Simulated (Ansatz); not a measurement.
Input file for Ansatz (a program for electronic structure): R-B3LYP-D3(BJ)/def2-TZVP on C2H4Cl2 (SMILES ClCCCl).

Ansatz 0.2 input:
```yaml
crystal:
  periodic: [false, false, false]
  atoms:
    - {symbol: Cl, position_ang: [-1.78982309, 0.91168240, 0.77546768]}
    - {symbol: C, position_ang: [-0.71770383, -0.22735488, -0.08142382]}
    - {symbol: C, position_ang: [0.71765852, 0.22716347, 0.08152151]}
    - {symbol: Cl, position_ang: [1.78983215, -0.91064214, -0.77693982]}
    - {symbol: H, position_ang: [-0.87389988, -1.21406072, 0.35453329]}
    - {symbol: H, position_ang: [-1.01647119, -0.23212406, -1.12950720]}
    - {symbol: H, position_ang: [0.87349633, 1.21440757, -0.35323227]}
    - {symbol: H, position_ang: [1.01691098, 0.23092835, 1.12958061]}
basis:
  gaussian:
    orbitals: def2-TZVP
hamiltonian:
  xc: b3lyp
  dispersion: d3bj
relax: {f_tol: 0.003, max_steps: 120}
scf: {lower_state_search: off}
```

Program output:

```
WARN ansatz: RAYON_NUM_THREADS=6 ignored (pool sized by the plan → 6); use --threads N
Functional definition: B3LYP
these checks for a lower state are left out or cut short: stability, starts, cluster_reference, orbital_swaps, neighbouring_geometries, increment
integrals: 0.08 GiB planned
1062 factors; their error is unknown
mean field: 0.73 GiB planned
mean field evaluation 1: about -27181.7956 eV, gradient 4.9e1 eV
mean field evaluation 2: about -27175.6700 eV, gradient 6.8e1 eV
mean field evaluation 4: about -27187.1850 eV, gradient 1.7e0 eV
mean field evaluation 8: about -27187.1912 eV, gradient 7.0e-2 eV
mean field evaluation 16: about -27187.2334 eV, gradient 5.1e-3 eV
mean field -27187.23338417 eV, -999.1123986995 hartree, gradient 2.8e-6 eV, S^2 0.000000; 0 other end points of the search recorded, 0 dependent functions left out
the calculation of the forces begins
reference -27187.23363148 eV, -999.1124077882 hartree; 25, 25 occupied and 135, 135 virtual orbitals, 1062 factors
relax step   1: F+E_penalty+E_count = -27187.54576657 eV  Δ(F+E_penalty+E_count) = +0.000e0 eV  max|allowed force component| = 2.631e-1 eV/Å  Δτ_max = 0.0000 Å  (17 SCF iters, accepted)
these checks for a lower state are left out or cut short: stability, starts, cluster_reference, orbital_swaps, neighbouring_geometries, increment
integrals: 0.08 GiB planned
1062 factors; their error is unknown
mean field: 0.73 GiB planned
mean field -27187.24060154 eV, -999.1126639329 hartree, gradient 1.4e-6 eV, S^2 0.000000; 0 other end points of the search recorded, 0 dependent functions left out
the calculation of the forces begins
reference -27187.24084910 eV, -999.1126730308 hartree; 25, 25 occupied and 135, 135 virtual orbitals, 1062 factors
relax step   2: F+E_penalty+E_count = -27187.55197788 eV  Δ(F+E_penalty+E_count) = -6.211e-3 eV  max|allowed force component| = 1.997e-1 eV/Å  Δτ_max = 0.0139 Å  (21 SCF iters, accepted)
these checks for a lower state are left out or cut short: stability, starts, cluster_reference, orbital_swaps, neighbouring_geometries, increment
integrals: 0.08 GiB planned
1062 factors; their error is unknown
mean field: 0.73 GiB planned
mean field evaluation 32: about -27187.2430 eV, gradient 1.8e-4 eV
mean field -27187.24295802 eV, -999.1127505320 hartree, gradient 1.4e-6 eV, S^2 0.000000; 0 other end points of the search recorded, 0 dependent functions left out
the calculation of the forces begins
reference -27187.24320532 eV, -999.1127596201 hartree; 25, 25 occupied and 135, 135 virtual orbitals, 1062 factors
relax step   3: F+E_penalty+E_count = -27187.55410200 eV  Δ(F+E_penalty+E_count) = -2.124e-3 eV  max|allowed force component| = 1.098e-1 eV/Å  Δτ_max = 0.0040 Å  (21 SCF iters, accepted)
these checks for a lower state are left out or cut short: stability, starts, cluster_reference, orbital_swaps, neighbouring_geometries, increment
integrals: 0.08 GiB planned
1062 factors; their error is unknown
mean field: 0.73 GiB planned
mean field -27187.24389937 eV, -999.1127851260 hartree, gradient 1.4e-6 eV, S^2 0.000000; 0 other end points of the search recorded, 0 dependent functions left out
the calculation of the forces begins
reference -27187.24414646 eV, -999.1127942065 hartree; 25, 25 occupied and 135, 135 virtual orbitals, 1062 factors
relax step   4: F+E_penalty+E_count = -27187.55489865 eV  Δ(F+E_penalty+E_count) = -7.966e-4 eV  max|allowed force component| = 7.674e-3 eV/Å  Δτ_max = 0.0040 Å  (21 SCF iters, accepted)
these checks for a lower state are left out or cut short: stability, starts, cluster_reference, orbital_swaps, neighbouring_geometries, increment
integrals: 0.08 GiB planned
1062 factors; their error is unknown
mean field: 0.73 GiB planned
mean field -27187.24397863 eV, -999.1127880387 hartree, gradient 1.4e-6 eV, S^2 0.000000; 0 other end points of the search recorded, 0 dependent functions left out
the calculation of the forces begins
reference -27187.24422571 eV, -999.1127971187 hartree; 25, 25 occupied and 135, 135 virtual orbitals, 1062 factors
relax step   5: F+E_penalty+E_count = -27187.55490854 eV  Δ(F+E_penalty+E_count) = -9.886e-6 eV  max|allowed force component| = 2.239e-3 eV/Å  Δτ_max = 0.0010 Å  (21 SCF iters, accepted)
Total energy: -27187.55515562 eV, -999.1242235821 hartree
Atom 0 at    -1.805260     0.919801     0.783359 Å, force     0.000500     0.000577     0.000347 eV/Å
Atom 1 at    -0.715093    -0.228212    -0.082268 Å, force     0.002225     0.002177     0.001207 eV/Å
Atom 2 at     0.715094     0.228211     0.082272 Å, force    -0.002239    -0.002178    -0.001223 eV/Å
Atom 3 at     1.805254    -0.919782    -0.783389 Å, force    -0.000488    -0.000590    -0.000331 eV/Å
Atom 4 at    -0.873427    -1.211650     0.350721 Å, force     0.000761    -0.001607     0.000519 eV/Å
Atom 5 at    -1.015751    -0.233353    -1.125954 Å, force     0.000551    -0.000084    -0.001771 eV/Å
Atom 6 at     0.873428     1.211659    -0.350696 Å, force    -0.000780     0.001609    -0.000527 eV/Å
Atom 7 at     1.015755     0.233327     1.125956 Å, force    -0.000530     0.000096     0.001780 eV/Å
Dipole moment:     0.000002    -0.000004     0.000007 e Å
Checks for a lower state left out: stability, starts, cluster_reference, orbital_swaps, neighbouring_geometries, increment
```

The calculation finished and met its thresholds.

Cost: roughly 26 core-seconds.
